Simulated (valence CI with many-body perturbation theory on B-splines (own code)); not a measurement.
Results of a calculation; reference values are marked as such.
**Hyperfine factors and g values of In26+**

Method: configuration interaction combined with many-body perturbation theory (CI+MBPT): five valence electrons over a frozen Dirac-Fock core [Ar], a basis of 7 s, 7 p, 8 d, 6 f, 4 g, 1 h functions for each j, with the one-electron correlation potential Σ1 (screened to all orders), the two-electron term Σ2, the three-electron term Σ3, Breit, model QED; selected single and double excitations, second order for the rest (own B-spline code, finite nucleus).

No measured spectrum was set against this ion. As an estimate, large intervals hold to a few tenths of a per cent, small ones and those within an open d or f shell to about a per cent. Core correlation moves these levels by up to 13000 cm⁻¹, and in measured spectra 5 to 20 % of such shifts remained as error; rates that hang on mixing are uncertain with them. Only levels of the ground parity were solved; by the run's estimate the other parity begins above the list, which can be wrong where configurations are misplaced.

A/g_I is the dipole constant over the nuclear g factor μ/I (μ in nuclear magnetons, uniformly magnetised nucleus), B/Q the quadrupole constant per barn. Both hold the static response of the core; the bare values leave it out. Large factors of s and p1/2 electrons are usually good to 5 to 10 %; those of open d and f shells near neutrality can be off by tens of per cent, and small factors of p3/2, d and f electrons come from cancelling terms and can be off by a factor of two or in sign, in half-filled shells by more. B is blank for J = 1/2, where it vanishes, and for nearly pure S terms. Energies count from the lowest level.

Names give the largest LS component (configuration and term), which can be under half, so a name can repeat, a term be missing and a line seem to break the LS rules; names also repeat where a configuration has a term twice. Letters in brackets count levels of one name in rising energy.

```
         Level  E (cm⁻¹)      g  A/g_I (MHz)  A/g_I bare  B/Q (MHz/b)  B/Q bare
    3d⁵ ⁶S_5/2         0  1.885          605        1460         1580      1600
3d⁵ ⁴G_5/2 [a]     85267  1.072         8410        8540        12400     12700
    3d⁵ ⁴G_7/2    121830  1.100         9760        9900        11100     11300
    3d⁵ ⁴P_3/2    125790  1.360         9620        9990        10500     10800
   3d⁵ ⁴G_11/2    127150  1.201        10800       11000         3.33     -4.35
3d⁵ ⁴G_5/2 [b]    135110  1.074         8930        9060         4560      4670
    3d⁵ ⁴G_9/2    136770  1.163         9970       10200         9400      9600
    3d⁵ ⁴P_1/2    146170  1.900        -4110       -3220                       
    3d⁵ ⁴D_7/2    169370  1.268         8020        8310         1530      1560
3d⁵ ²D_5/2 [a]    176300  1.248         8940        9210         -347      -354
   3d⁵ ²I_11/2    192190  1.014        11900       12000         1130      1150
3d⁵ ²F_7/2 [a]    196320  1.129        11400       11600       -12900    -13100
    3d⁵ ⁴D_1/2    197430  0.686        22800       22500                       
    3d⁵ ⁴D_3/2    200300  1.187        14300       14500        -8130     -8310
3d⁵ ²G_9/2 [a]    208610  1.152         9900       10100        -1310     -1350
    3d⁵ ⁴F_3/2    210130  0.841        14200       14100         1060      1090
   3d⁵ ²I_13/2    211200  1.073        12100       12200        -33.2     -29.7
3d⁵ ²F_5/2 [a]    223540  1.033        11300       11400         -563      -564
    3d⁵ ²H_9/2    247020  1.098        11100       11300         1590      1620
    3d⁵ ⁴F_5/2    251440  1.100        10500       10700        -6790     -6930
3d⁵ ²G_7/2 [a]    257390  1.001        14200       14300         -180      -190
3d⁵ ²F_5/2 [b]    272180  1.048         8970        9070          266       275
3d⁵ ²D_3/2 [a]    272910  0.707        18600       18400         -694      -699
3d⁵ ²F_7/2 [b]    278930  1.089        12000       12200          703       720
    3d⁵ ²S_1/2    295070  1.931        -2650       -1740                       
    3d⁵ ⁴F_7/2    297130  1.173         9740        9950       -14900    -15200
   3d⁵ ²H_11/2    301540  1.061        11800       11900        -1200     -1210
3d⁵ ²G_9/2 [b]    303530  1.097        10900       11100         4410      4510
3d⁵ ²D_3/2 [b]    331080  0.830        13600       13500        -9260     -9470
3d⁵ ²D_5/2 [b]    336070  1.088        10900       11000         5770      5900
3d⁵ ²D_5/2 [c]    365030  1.112         9320        9470        -7230     -7380
3d⁵ ²G_9/2 [c]    367320  1.108        10700       10900       -14100    -14400
3d⁵ ²G_7/2 [b]    383750  0.928        14000       14000        14500     14900
    3d⁵ ²P_3/2    414870  1.227        10300       10500       -10900    -11100
    3d⁵ ²P_1/2    445170  0.803          607         521                       
3d⁵ ²D_5/2 [d]    476850  1.191         8460        8680        -9690     -9910
3d⁵ ²D_3/2 [c]    494390  0.887        18700       18600        17400     17700
```

(1) Take the isotope of mass number 115, with I = 9/2, μ = 5.5326 μN and Q = 0.772 b. What is the hyperfine structure of 3d⁵ ⁴P_3/2?

Results:

(1) From the table A = 11800 MHz, B = 8130 MHz. Shifts from the centre of gravity in MHz: F = 3: -93600, F = 4: -51800, F = 5: 5460, F = 6: 81700.
